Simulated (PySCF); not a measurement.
Isomers of C3H4Si. Gas-phase values, no solvent. Strings in code marks are SMILES.

The numbers are results of B3LYP-D3(BJ)/def2-TZVP run with PySCF, not measurements. All candidates: neutral, multiplicity 1. B3LYP has the VWN-RPA correlation part, as in Gaussian. 

```
Property          Value
-------------  --------
LUMO           -2.05 eV
HOMO           -6.01 eV
HOMO–LUMO gap   3.96 eV
```

### Question
Which member has these values?
(A) `[SiH2]=C1C=C1`
(B) `C#C[SiH]=C`
(C) `C=[si]1cc1`
(D) `C#CC=[SiH2]`

### Answer
D, `C#CC=[SiH2]`. The others give `C=[si]1cc1`: -1.08 eV, -5.81 eV, 4.74 eV; `[SiH2]=C1C=C1`: -1.35 eV, -5.14 eV, 3.79 eV; `C#C[SiH]=C`: -1.77 eV, -6.28 eV, 4.51 eV
